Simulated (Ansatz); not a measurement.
One change: `COB(N)O` becomes `NB(O)CF`.

Ansatz, PBE0-D4/def2-TZVP geometries, multiplicity 1. Each molecule was computed in one conformer, which needn't be the lowest.

```
                             property  `COB(N)O`
HOMO–LUMO gap (B3LYP/def2-TZVPP) / eV       7.83
 HOMO–LUMO gap (PBE0/def2-TZVPP) / eV       8.44
LUMO energy (ωB97M-V/def2-TZVPP) / eV       2.18
  HOMO–LUMO gap (PBE/def2-TZVPP) / eV       6.14
   LUMO energy (PBE0/def2-TZVPP) / eV       0.86
    LUMO energy (PBE/def2-TZVPP) / eV       0.06
```

What does the change do to each property? (Estimate.)

Computed: 
| property | `NB(O)CF` | shift |
| --- | --- | --- |
| HOMO–LUMO gap (B3LYP/def2-TZVPP) / eV | 8.00 | 0.17 |
| HOMO–LUMO gap (PBE0/def2-TZVPP) / eV | 8.63 | 0.19 |
| LUMO energy (ωB97M-V/def2-TZVPP) / eV | 1.90 | -0.28 |
| HOMO–LUMO gap (PBE/def2-TZVPP) / eV | 6.33 | 0.19 |
| LUMO energy (PBE0/def2-TZVPP) / eV | 0.60 | -0.26 |
| LUMO energy (PBE/def2-TZVPP) / eV | -0.21 | -0.27 |

With PBE0 the HOMO falls by 0.46 eV and the LUMO falls by 0.26 eV, so the gap widens by about 0.20 eV. PBE moves the HOMO by -0.46 eV and ωB97M-V by -0.45 eV.

B3LYP here is the variant with VWN-RPA as its local correlation; programs differ in this.
